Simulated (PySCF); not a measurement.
Spin states of ReH

Unrestricted PBE0; PySCF, scalar-relativistic core potentials, basis sets Re def2-TZVPP with ECP60, H def2-TZVPP. Outer shells of the fragments: Re 5d5 6s2; H 1s1.

Followed along the bond (rough minima from three points):

```tsv
2Ms+1	unpaired	⟨S²⟩ at the start	R at minimum (Å)	Te (eV)
5	π ↑↑, δ ↑↑	6.03	1.63	0.00
5	σ ↑, π ↑, δ ↑↑	6.01	1.64	0.52
7	σ ↑↑, π ↑↑, δ ↑↑	12.00	1.80	0.55
5	σ ↑, π ↑↑, δ ↑	6.02	1.66	0.88
3	π ↑↓, δ ↑↑	3.04	1.63	1.23
3	σ ↑, π ↓, δ ↑↑	3.00	1.64	1.56
```

Solutions found at the starting distance of 1.570 Å, counted from the lowest of them; the search is not exhaustive and high or unbound solutions are not listed, so other states can lie among these:

```
2Ms+1          unpaired   term  E (eV)   ⟨S²⟩  ⟨Lz²⟩  μ (D)
    5        π ↑↑, δ ↑↑    ⁵Σ⁺    0.00   6.03   0.00  -1.28
    5    σ ↑, π ↑, δ ↑↑     ⁵Π    0.53   6.01   1.01  -1.74
    7  σ ↑↑, π ↑↑, δ ↑↑    ⁷Σ⁺    0.86  12.00   0.00   0.27
    5    σ ↑, π ↑↑, δ ↑     ⁵Δ    0.92   6.02   4.01  -1.67
    3        π ↑↓, δ ↑↑  mixed    1.23   3.04   2.23  -1.17
    3    σ ↑, π ↓, δ ↑↑  mixed    1.57   3.00   1.01  -1.77
    1        π ↓↓, δ ↑↑  mixed    1.68   2.04   0.00  -1.12
    3          π ↑, δ ↑  mixed    1.94   2.01   5.07  -1.32
    3    σ ↑, π ↑↓, δ ↑  mixed    1.95   3.00   6.02  -1.72
    1          π ↓, δ ↑  mixed    1.96   1.94   5.63  -1.66
    3    σ ↑, π ↑↓, δ ↑  mixed    1.97   3.07   5.88  -1.72
    3          π ↑, δ ↑  mixed    1.98   2.01   5.42  -1.36
    3    σ ↓, π ↑↑, δ ↑  mixed    2.00   3.01   4.01  -1.65
    3              δ ↑↑  mixed    2.08   2.01   2.95  -1.44
```

A term symbol is given only where ⟨S²⟩ and ⟨Lz²⟩ are close to those of a pure state; real π, δ and φ orbitals otherwise mix terms. A positive dipole means Re(−)H(+).

Spin–orbit coupling is left out. With d or f electrons several states lie close, and the lowest PBE0 determinant need not be the measured ground state.
